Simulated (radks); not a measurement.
All-electron atom: In in [Kr] 4d10 5s2 7d1 (not the ground configuration). All-electron calculation, scalar-relativistic Kohn-Sham, PBE, spin-polarised, spherical densities, point nucleus; open shells are filled with parallel spins first (spin-orbit coupling, left out, can overturn this in heavy ions). Program: a radial shooting solver on a logarithmic mesh with Libxc functionals.

X-ray form factor f0, the Fourier transform of the density (f0(0) = 49):

| sin(theta)/lambda (1/angstrom) | f0 (electrons) |
|---|---|
| 0.05 | 47.262 |
| 0.1 | 45.328 |
| 0.15 | 42.638 |
| 0.2 | 39.704 |
| 0.25 | 36.794 |
| 0.3 | 34.043 |
| 0.4 | 29.233 |
| 0.5 | 25.438 |
| 0.6 | 22.571 |
| 0.8 | 18.727 |
| 1 | 16.023 |
| 1.25 | 13.074 |
| 1.5 | 10.500 |
| 2 | 7.099 |
